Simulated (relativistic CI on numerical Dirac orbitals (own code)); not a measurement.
## What each ingredient does to the levels of W LV

Base calculation: Dirac-Coulomb-Breit CI, orbitals from a KLI potential per configuration, model QED (radiative potential, 1s self-energy scaled to tabulated hydrogen-like ionisation energies), unscaled Slater integrals.

CI space (outside the closed core [Ne]): 3s2.3p6.3d2, 3s2.3p5.3d3, 3s.3p6.3d3, 3s2.3p6.3d.4s, 3s2.3p6.3d.4p, 3s2.3p6.3d.4d, 3s2.3p5.3d2.4s, 3s2.3p6.3d.4f, 3s2.3p5.3d2.4p, 3s2.3p5.3d2.4d, 3s.3p6.3d2.4s, 3p6.3d3.4p, 3s2.3p6.4s2, 3s.3p6.3d2.4p, 3s2.3p6.4s.4p, 3s2.3p6.3d.5s, 3s2.3p6.3d.5d, 3s2.3p6.3d.5g, 3p6.3d4, 3p5.3d5, 3p5.3d4.4s, 3p6.3d3.4s, 3p5.3d3.4s2, 3s2.3p6.4p2, 3s2.3p5.4s.4p2, 3s2.3p6.4s.4d, 3s2.3p5.4s2.4d, 3s.3p6.3d.4s2, 3s.3p6.4s2.4p, 3s.3p6.4s2.4d. Double excitations out of closed p, d and f shells are left out; levels of such configurations are missing from the list, as are those of other unlisted configurations, and high levels can miss mixing partners. These lack a partner that the ground configuration has and come out too high: 3s2.3p5.3d2.4p, 3s2.3p5.3d2.4d.

The lowest level and the first level of each name with at least 55 % of one term (blank where a level has no safe partner in the second run):

| Level | Base (eV) | Shift (eV) |
| --- | --- | --- |
| 3s2.3p6.3d2 3F_2 | 0.000 | 0.000 |
| 3s2.3p6.3d2 3P_0 | 24.038 | -9.825 |
| 3s2.3p6.3d2 3F_3 | 72.174 | -72.173 |
| 3s2.3p6.3d2 1G_4 | 86.249 |  |
| 3s2.3p6.3d2 3P_1 | 87.868 | -73.656 |
| 3s2.3p6.3d2 3F_4 | 152.810 |  |
| 3s2.3p6.3d2 1S_0 | 186.807 | -137.718 |
| 3s2.3p5.3d3 3I°_7 | 426.630 | -158.773 |

At this charge energies of transitions that change n are usually good to better than 1 %, and those within a shell (Δn = 0) to a few per cent.

(1) One thing was changed in a second run, which moved the levels as shown. Which?
A. one mean potential for all configurations
B. QED terms removed
C. configuration mixing switched off
D. non-relativistic limit
E. Breit term removed

## Answers

(1) D. Non-relativistic limit. Without relativity the fine structure collapses and s electrons lose their extra binding.

LS names give the leading component of a level, which can be under half, so a name can repeat, a term be missing and a line seem to break the LS rules.
